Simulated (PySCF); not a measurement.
ClTl, triplet, at a GFN2-xTB geometry (such geometries of metal compounds can be far from the true shape) (a higher spin typed on purpose: for a closed-shell molecule this is an excited state) (core potentials on Tl). Base run: BLYP/def2-SVP in PySCF.

PySCF was given this input:
```python
from pyscf import gto, scf, dft

mol = gto.Mole()
mol.atom = '''
    Tl   -0.000000   -0.000000   -0.529533
    Cl    0.000000    0.000000    2.523069
'''
mol.basis = 'def2-svp'
mol.ecp = {'Tl': 'def2-svp'}
mol.charge = 0
mol.spin = 2
mol.verbose = 5
mol.build()

mf = dft.UKS(mol)
mf.xc = 'blyp'
mf.kernel()
```

The base run was repeated with changes; each row names its change, and settings that it needs were set with it.

| change | ΔE vs base (µEh) | fitting functions | dipole (D) | outcome |
|---|---|---|---|---|
| base | 0.0 | - | 0.79 | converged |
| auxbasis = even-tempered beta=1.6 | -10.5 | 507 | 0.79 | converged |
| auxbasis = def2-svp-ri | - | - | - | input refused |
| auxbasis = cc-pvtz-jkfit | - | - | - | input refused |
| auxbasis = default (with mf = mf.density_fit()) | -192 | 109 | 0.79 | converged |
| auxbasis = def2-tzvp-ri | - | - | - | input refused |
| auxbasis = def2-universal-jfit | -192 | 109 | 0.79 | converged |
| auxbasis = def2-universal-jkfit | -14.6 | 379 | 0.79 | converged |
| auxbasis = cc-pvtz-ri | - | - | - | input refused |
| auxbasis = autoaux | -14.5 | 367 | 0.79 | converged |

A fitting set is made for a task (jfit for Coulomb, jkfit for Coulomb and exchange, ri for correlation) and for a family of orbital bases.

Open shells are given as the SCF converged; they aren't shown to be the lowest states, and a large step between rows can be another state.

- auxbasis = def2-svp-ri: ended with `pyscf.lib.exceptions.BasisNotFoundError: Basis set not found for Tl in def2-svp-ri`
- auxbasis = cc-pvtz-jkfit: ended with `pyscf.lib.exceptions.BasisNotFoundError: Basis set not found for Tl in cc-pvtz-jkfit`
- auxbasis = def2-tzvp-ri: ended with `pyscf.lib.exceptions.BasisNotFoundError: Basis set not found for Tl in def2-tzvp-ri`
